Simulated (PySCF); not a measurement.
C5H9OSi (doublet state).
Z-matrix (Å and degrees, GFN2-xTB geometry), rows numbered from 1:
```
Si
O   1  1.6159
C   2  1.4047  1  131.57
C   3  1.4961  2  114.18  1    54.83
C   4  1.3762  3  110.50  2   121.41
C   5  1.3763  4  111.05  3    -0.11
C   6  1.4900  5  110.35  4    -1.28
H   1  1.4664  2  112.53  3   -65.77
H   1  1.4541  2   99.03  3   174.67
H   1  1.4678  2  111.44  3    55.36
H   3  1.1030  2  107.33  1   -67.71
H   4  1.0729  3  122.24  2   -57.17
H   5  1.0767  4  124.29  3   179.75
H   6  1.0738  5  126.64  4   179.81
H   7  1.0938  3  109.07  2    -5.39
H   7  1.0922  3  112.47  2   113.54
```

The hyperfine couplings belong to this conformer and change with its torsions.

As a line formula: `[SiH3]O[C@H]1[CH]C=CC1` [radical].

Computed, not measured: PySCF, UKS B3LYP, pcH-1 on C H O Si, non-relativistic, mean-field spin-orbit, GIAO. One conformer (not necessarily the lowest) at the GFN2-xTB geometry, without solvent, vibrations or thermal averaging. A GFN2-xTB geometry isn't a minimum of the functional, and hyperfine couplings can be far from their values at a DFT geometry. The SCF solution wasn't tested for stability. ⟨S²⟩ is 0.774 where a pure state has 0.75.

Largest spin populations (Mulliken): C6 (+0.65), C4 (+0.64) and C5 (-0.25). The positive populations add up to 1.39 and the negative ones to -0.39, together 2S = 1. The angles at C6 add up to 360.0°, so it is planar; its axial dipolar tensor and the negative coupling of its proton fit spin in a p orbital normal to that plane.

Test a(H) = Q·ρ(C) for the protons on planar carbons with a spin population beyond ±0.08.

```
  H   C    ρ(C)  a(H) (G)  a/ρ (G)
H12  C4  +0.645    -14.81    -23.0
H13  C5  -0.246     +3.76    -15.3
H14  C6  +0.651    -15.07    -23.2
```

A least-squares line through the origin gives Q = -22.5 G with Mulliken populations. In every row coupling and population have opposite signs. Where ρ is negative the coupling is positive.

Leave H14 and its like out of the fit. How well does the relation then predict its coupling?

The other protons give Q = -22.0 G, so a = -22.0 × 0.651 ≈ -14.31 G, against the computed -15.07 G.

List the C–H protons on four-coordinate carbons next to a three-coordinate spin centre, with their couplings and θ (C–H bond against the normal to the plane of the centre's neighbours, projected along the bond that joins the two).

```json
{"β H": "H11", "on": "C3", "centre": "C4", "θ (°)": "27", "cos²θ": "0.79", "a (G)": "+19.30"}
{"β H": "H15", "on": "C7", "centre": "C6", "θ (°)": "26", "cos²θ": "0.81", "a (G)": "+21.65"}
{"β H": "H16", "on": "C7", "centre": "C6", "θ (°)": "34", "cos²θ": "0.69", "a (G)": "+19.71"}
```

Couplings in gauss use g_iso = 2.0026.
